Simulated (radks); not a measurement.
All-electron atom: In10+ in [Kr] 4d1 5s2 (not the ground configuration).

Calculated with a radial shooting solver on a logarithmic mesh with Libxc functionals: scalar-relativistic Kohn-Sham, PBE, spin-polarised, spherical densities, finite nucleus; open shells are filled with parallel spins first (spin-orbit coupling, left out, can overturn this in heavy ions); Fermi nuclear charge, rms radius 4.6156 fm.

Energy parts (hartree):
| part | energy |
|---|---|
| total | -5845.74528 |
| kinetic | 6095.20772 |
| electron-nucleus | -13827.24948 |
| Hartree | 2037.75655 |
| exchange-correlation | -151.46007 |

Orbitals (lengths in bohr, moments of r in powers of bohr; r(max) is where P^2 peaks; r(90%) holds 90 % of the orbital's charge):
orbital  occ.  eigenvalue (hartree)   <1/r>  r(90%)   r(max)     <r^2>
1s up       1             -1028.019   51.85  0.0534  0.01922  0.001195
1s down     1             -1028.019   51.85  0.0534  0.01922  0.001195
2s up       1             -160.9448   11.82   0.198   0.1086   0.01946
2s down     1             -160.9307   11.82   0.198   0.1086   0.01946
2p up       3             -145.3047   11.38   0.183  0.08693   0.01535
2p down     3             -145.2940   11.38   0.183  0.08693   0.01535
3s up       1             -36.93618   4.196   0.511   0.3149    0.1381
3s down     1             -36.92930   4.196   0.511   0.3150    0.1380
3p up       3             -31.81500   3.999   0.519   0.3081    0.1387
3p down     3             -31.80705   3.999   0.519   0.3081    0.1386
3d up       5             -23.90291   3.775   0.507   0.2571    0.1230
3d down     5             -23.89047   3.775   0.507   0.2571    0.1229
4s up       1             -11.62523   1.748    1.14   0.7481    0.7139
4s down     1             -11.57043   1.749    1.14   0.7475    0.7138
4p up       3              -9.96708   1.629    1.21   0.7814    0.7964
4p down     3              -9.91200   1.629    1.21   0.7808    0.7970
4d up       1              -7.45985   1.435    1.35   0.8337    0.9636
4d down     0              -7.40650   1.434    1.36   0.8333    0.9668
5s up       1              -5.18269  0.8658    2.20    1.542     2.766
5s down     1              -5.16388  0.8624    2.21    1.546     2.781
4f up       0              -4.84266   1.123    1.62   0.8789     1.291
4f down     0              -4.79729   1.120    1.63   0.8792     1.304
5p up       0              -4.58610  0.8050    2.36    1.651     3.175
5p down     0              -4.57042  0.8022    2.37    1.655     3.193
6s up       0              -2.93353  0.5189    3.65    2.728     7.808
6s down     0              -2.92699  0.5176    3.65    2.735     7.841

The highest occupied level is 5s down at -140.52 eV. The configuration is held as typed, so some empty levels lie below it. The spin density at the nucleus is -0.478 e/bohr^3 (1s -0.044, 2s -0.843, 3s 0.143, 4s -0.763, 5s 1.028).
